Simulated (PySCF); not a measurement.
# Reading the logs of faulty runs: AlClHNSi

All numbers below are calculated, not measured. They come from PySCF 2.14.0, an open-source quantum chemistry program, on an isolated molecule that a program drew, which may never have been made. The molecule is AlClHNSi (charge 0, singlet), drawn as the SMILES string `[Al][N]=[SiH]Cl`.

Each row is a Hartree-Fock (HF) and frozen-core CCSD(T) single point in the cc-pV(D+d)Z basis, meant for a local HF minimum. Run 1 is clean. Each other run has one planted mistake out of seven kinds, and not every kind appears here: one electron removed, one electron added, multiplicity raised by two, geometry at a saddle point, minimal basis STO-3G, one bond length entered in bohr, all coordinates scaled. The reference is restricted for singlets and unrestricted otherwise, and also for a bond in bohr. Adding or removing an electron swaps singlet and doublet. Electrons count all cores. HOMO and LUMO are orbital energies over both spins, the gradient is its largest component, and the lowest frequency (negative if imaginary) is given only where the gradient is small. Bond lengths are over the 4 bonds as drawn. T1 is the CCSD diagnostic: over 0.02 (restricted) or 0.045 (unrestricted) a single reference is doubtful.

Geometry of the clean run:
```xyz
5
AlClHNSi, angstrom
Al   -2.7897   -4.2057   -2.2150
N    -1.0617   -3.8653   -1.9740
Si    0.4338   -3.4603   -1.8461
Cl    1.3364   -1.8740   -2.7567
H     1.4754   -4.1227   -1.0614
```

```
run,electrons,basis functions,<S^2>,HOMO (eV),LUMO (eV),gradient (hartree/bohr),lowest frequency (cm^-1),mean bond (Å),longest bond (Å),T1,HF (hartree),CCSD(T) (hartree),mistake
1,52,88,0.000,-7.89,1.24,1.7e-05,53,1.7087,2.040,0.0172,-1045.44739,-1045.93274,no fault
2,52,88,0.000,-8.34,0.91,5.7e-02,-,1.8248,2.178,0.0203,-1045.42242,-1045.92111,all coordinates scaled
3,52,88,0.993,-7.94,-1.02,1.7e-02,-,2.1623,3.854,0.0339,-1045.32268,-1045.78512,?
4,52,88,2.042,-5.61,0.11,1.5e-02,-,1.7087,2.040,0.0263,-1045.37490,-1045.83538,?
```

**Which mistake was planted in run 3, and what did it cost?**

The mean bond changes by a factor of 1.265 and the longest by 1.889, so the molecule wasn't scaled as a whole. A length L in bohr read as angstrom grows by (1/0.5292 - 1) L = 0.890 L. The 4 bonds together grew by 4 x 0.4536 = 1.814 Å, which gives L = 2.039 Å. That is bond Si3-Cl4, 2.040 Å in the clean geometry. So the mistake is: one bond length entered in bohr. Subtracting run 1 and multiplying by 627.51 kcal/mol a hartree, the energy moved by 78.3 kcal/mol in HF and 92.6 kcal/mol in CCSD(T).

**Which mistake was planted in run 4, and what did it cost?**

Electrons, basis and geometry are unchanged, and <S^2> is 2.042, beside S(S+1) = 2.00 for a multiplicity of 3. So the mistake is: multiplicity raised by two. Subtracting run 1 and multiplying by 627.51 kcal/mol a hartree, the energy moved by 45.5 kcal/mol in HF and 61.1 kcal/mol in CCSD(T).

Cautions from the logs. Run 2: T1 is over the limit, so its CCSD(T) energy is less reliable.
